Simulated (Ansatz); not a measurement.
`[NH2][SbH][SiH3]` + `O[SiH](F)F` → `F[SiH](F)O[SiH3]` + `[NH2][SbH2]` at 600 K and 1 bar (cleavage of the Si–Sb bond).

Calculated with Ansatz (gas phase, PBE0-D4/def2-TZVP geometries, no zero-point term in ΔE). CCSD(T)/CBS adds triple-zeta CCSD(T) − MP2 to the extrapolated MP2 energy (def2 sets, frozen cores). Elements past krypton have def2 core potentials. For Sb outer-core shells are correlated without core-valence functions, which leaves a few kJ/mol of doubt a bond. Each species was taken in one conformer, which may not be the lowest.

```
           species  CCSD(T)/CBS energy (Eh)  H − E (kJ/mol)  S (J/(mol·K))
`[NH2][SbH][SiH3]`               -587.39549           206.7          427.9
      `O[SiH](F)F`               -565.23707           118.9          358.9
`F[SiH](F)O[SiH3]`               -855.55648           179.9          465.0
     `[NH2][SbH2]`               -297.10356           138.6          330.5
```

H − E and S are ideal-gas, rigid-rotor, harmonic terms from PBE0-D4/def2-TZVP, for one conformer and one mirror image of each species. 1 Eh = 2625.50 kJ/mol, R = 8.31446 J/(mol·K).

By hand: ΔE, ΔH, ΔS and ΔG.

ΔE = (-855.55648) + (-297.10356) − (-587.39549) − (-565.23707) = -0.02748 Eh = -72.1 kJ/mol. Δ(H − E) = 179.9 + 138.6 − 206.7 − 118.9 = -7.1, so ΔH = -79.2 kJ/mol. ΔS = 465.0 + 330.5 − 427.9 − 358.9 = 8.7 J/(mol·K). ΔG = -79.2 − 600 × (8.7)/1000 = -84.4 kJ/mol.

By hand: the equilibrium constant, and the temperature at which ΔG would vanish if ΔH and ΔS stayed fixed.

log₁₀ K = −ΔG/(RT ln 10) = 7.3. ΔH and −TΔS have one sign here, so there is no such temperature.

The number of gas molecules stays the same, so ΔS is small and ΔH decides. A doubt of 5 kJ/mol in ΔE shifts log₁₀ K by 0.4 here. Other conformers and mirror images would add mixing entropy, several J/(mol·K) or more a flexible species. Modes under 60 cm⁻¹, often nearly free rotors, make the harmonic entropy too high. These are equilibria of isolated gas molecules and say nothing of rates. Largest T1 diagnostic: 0.014 (customary marks: 0.02 for closed shells, 0.045 for open ones).

ΔS is within the doubt of such terms, so its sign, and with it that verdict, could turn.
